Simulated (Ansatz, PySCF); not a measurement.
This Ansatz (a quantum-chemistry and plane-wave program) input computes a SVWN5/def2-TZVPD energy:

Ansatz 0.2 input:
```yaml
crystal:
  periodic: [false, false, false]
  atoms:
    - {symbol: Si, position_ang: [-0.05446077, -0.02835933, 0.41810595]}
    - {symbol: O, position_ang: [0.75189091, -1.21217452, -0.21553791]}
    - {symbol: H, position_ang: [1.05097533, -1.46321381, -1.10216151]}
    - {symbol: O, position_ang: [-0.69291771, 1.24288361, -0.23721083]}
    - {symbol: H, position_ang: [-0.76031015, 1.61457176, -1.12933179]}
basis:
  gaussian:
    orbitals: def2-TZVPD
hamiltonian:
  xc: {name: SVWN5}
total_charge: 1
magnetization: {spin_polarized: true, initial_magnetization: 1}
output: {forces: true}
```

Q: Write an input for the same energy in PySCF and say what it gives.

A: 
```python
from pyscf import gto, scf, dft

mol = gto.M(
    atom='''
    Si   -0.05446077   -0.02835933    0.41810595
    O     0.75189091   -1.21217452   -0.21553791
    H     1.05097533   -1.46321381   -1.10216151
    O    -0.69291771    1.24288361   -0.23721083
    H    -0.76031015    1.61457176   -1.12933179
    ''',
    basis='def2-tzvpd',
    charge=1,
    spin=1,
    verbose=4,
)

mf = dft.UKS(mol, xc='svwn').density_fit(auxbasis='def2-universal-jkfit')
mf.grids.level = 3
mf.conv_tol = 1e-9
mf.max_cycle = 100
mf.max_memory = 1500
mf.kernel()
if not mf.converged:
    mf = mf.newton()
    mf.kernel(mf.make_rdm1())
for _ in range(2):
    mo, _, stable, _ = mf.stability(return_status=True)
    if stable:
        break
    mf.kernel(mf.make_rdm1(mo, mf.mo_occ))
mf.analyze()
```
It gives -438.72905 Eh, and Ansatz -438.72899 Eh, a difference of 0.06 mEh, from the treatment of integrals and grids.
